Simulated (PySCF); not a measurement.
**CaS at RHF-MP2**

Level: RHF-MP2. PySCF, no relativity, basis sets Ca def2-SVPD, S def2-SVPD.

For CaS, the state is ¹Σ⁺ (singlet), closed shell. The bond length is 2.389 Å and the harmonic wavenumber is 423 cm⁻¹. The force constant is 1.88 mdyn/Å, the rotational constant Be is 0.1662 cm⁻¹ and the anharmonicity ωexe is 1.84 cm⁻¹. The vibration–rotation constant αe is 0.000887 cm⁻¹. The well depth De to Ca + S is 2.84 eV and the dissociation energy D0 is 2.81 eV.

Correlated steps freeze 10 core orbitals. Correlated levels converge slowly with the basis: in double zeta they bind strong bonds too weakly, by up to about 1 eV, and carry superposition errors of some tenths. Where the molecule has an RHF reference, its open-shell atoms are computed with UHF.
